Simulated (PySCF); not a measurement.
NMR data simulated for an unnamed compound:

1H NMR (600 MHz, computed): δ 4.15 (s, 3H), 2.84 (m, 1H), 2.73 (m, 1H), 2.22 (m, 1H).

13C{1H} NMR (computed): δ 121.6 (C), 74.1 (C), 39.7 (CH2), 32.1 (CH), 10.3 (C).

Equivalent nuclei averaged, gas phase, a single conformation, no relativistic terms. Structure optimised with GFN2-xTB; shielding tensors at PBE0/pcSseg-1 (GIAO); PySCF 2.14.0 with density-fitted response routines.

Shifts are taken against calculated references (same method and geometry level): 1H (σref 31.72) and 13C (σref 186.93) vs TMS.

Which of these does the molecule contain: a ketone, a methoxy group, a three-membered ring, a Si–H bond, a nitrile, a Si–CH3 group?

Results:


- A ketone: no.
- A methoxy group: no.
- A three-membered ring: yes.
- A Si–H bond: yes (δH 4.15 (s)).
- A nitrile: yes (δC 121.6).
- A Si–CH3 group: no.

The data belong to `InChI=1S/C5H6ClNSi/c6-5(8)3-1-4(3,5)2-7/h3H,1H2,8H3/t3-,4-,5+/m0/s1`; they needn't prove each group on their own.

Carbon signals by region: 1 in the sp2 and nitrile region (100–160 ppm), 1 at 50–100 ppm, 3 below 50 ppm.

Carbons that carry Cl, above all several Cl atoms, come out too deshielded, partly because spin–orbit coupling is missing. Shifts are as computed. Against solution values, carbons near 30 ppm lie about +3 ppm off and those near 130 ppm about +5 ppm; carbons on Cl a further +6 ppm. Of 1309 compounds with measured shifts, 239 miss one by over three times the rms of a fit or turn the order of signals round; such compounds aren't used in these exercises. No couplings were computed; multiplicities are counted from neighbouring protons, with m where these are inequivalent, close in shift, in a saturated or five-membered ring or joined by F or P, and br s for small geminal =CH2 splittings.
